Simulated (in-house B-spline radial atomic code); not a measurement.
**Ionising the bromine ion Br⁸⁺ with different functionals**

Computed with an all-electron radial atomic-structure program (B-spline basis): scalar-relativistic (spin-free X2C) Hamiltonian, Fermi nucleus of rms radius 4.1629 fm, spin-polarised at highest spin, spherical fractional occupations for the functionals, the average over the highest-spin determinants for Hartree-Fock. The ionisation energy is the difference of two self-consistent energies, [Ar] 3d9 → [Ar] 3d8, without Breit or QED terms; ε is the level of the shell that loses the electron (its least bound occupied spin orbital). There is no spin-orbit coupling in this Hamiltonian.

Hybrids are left out here: with spherical fractional occupations of an open shell their exact exchange keeps a self-interaction that integer-occupation calculations don't have.

```csv
method,rung,ΔSCF (eV),-ε(3d) (eV)
Hartree-Fock,Hartree-Fock,225.34,228.97
LDA VWN5,LDA,227.53,209.93
LDA PW92,LDA,227.52,209.92
LDA exchange-only,LDA,225.07,207.55
PBE,GGA,227.18,209.59
PBEsol,GGA,227.12,209.53
BLYP,GGA,227.04,209.46
RPBE,GGA,227.09,209.51
PW91,GGA,227.38,209.78
BP86,GGA,227.29,209.68
AM05,GGA,227.18,209.59
OLYP,GGA,228.03,210.46
TPSS,meta-GGA,227.04,209.49
SCAN,meta-GGA,?,?
r2SCAN,meta-GGA,?,?
revTPSS,meta-GGA,226.88,209.35
```

Q: What does SCAN give?

A: ΔSCF 227.69 eV, and -ε(3d) = 210.33 eV.

Q: What does r2SCAN give?

A: ΔSCF 227.73 eV, and -ε(3d) = 210.36 eV.

Q: How do they compare with the NIST value?

A: NIST lists 224 eV ± 2.2 (tabulated theory, ground level to ground level). Errors run from +1.07 to +4.03 eV; all lie within about twice that uncertainty, so the table can't rank the methods. Hartree-Fock also lacks correlation.
